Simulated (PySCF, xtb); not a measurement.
C3H5BF2, SMILES FB(C(=C)F)C.

GFN2-xTB run with xtb at its own geometry gives an orbital gap of 3.78 eV and a dipole moment of 0.73 D.

The structure is a stationary point at PBE0-D3(BJ)/def2-SVP. The structure was generated by enumeration, and PubChem lists no compound with its InChIKey, so it may never have been made. The values are those of a single conformer.

Question: What does HF/def2-TZVP run with PySCF give? (The exact figures need the calculation; the answer reports its results.)

Answer: gap 12.70 eV (levels -10.54 and 2.16 eV), dipole 0.31 D.
